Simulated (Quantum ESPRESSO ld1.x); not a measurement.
These are the eigenvalues of the occupied orbitals of an atom or ion with whole-number occupations (eV). Calculated with ld1.x of Quantum ESPRESSO 7.5: Dirac Kohn-Sham, rPW86 exchange with PBE correlation, spin-unpolarised, spherical densities, point nucleus.

| orbital | eigenvalue |
|---|---|
| 1s1/2 | -27756.1 |
| 2s1/2 | -4160.19 |
| 2p1/2 | -3879.08 |
| 2p3/2 | -3668.07 |
| 3s1/2 | -796.132 |
| 3p1/2 | -682.632 |
| 3p3/2 | -644.546 |
| 3d3/2 | -444.122 |
| 3d5/2 | -436.329 |
| 4s1/2 | -127.267 |
| 4p1/2 | -90.2579 |
| 4p3/2 | -83.6520 |
| 4d3/2 | -26.6088 |
| 4d5/2 | -25.7525 |
| 5s1/2 | -15.1430 |

Which element is it, and in what charge state? The configuration may be excited. Open shells, if any, are shared by 2j + 1.

Answer. Z = 49, indium, charge +1: In+ in [Kr] 4d10 5s2. The list shows which subshells hold electrons but not how many an open one holds; the 1s level, -1020 hartree, gives Z - s = 45.2 by -(Z - s)^2/2, which with screening and relativity narrows Z to a few neighbours, and the depths of the outer levels then fix element, charge and occupations together.
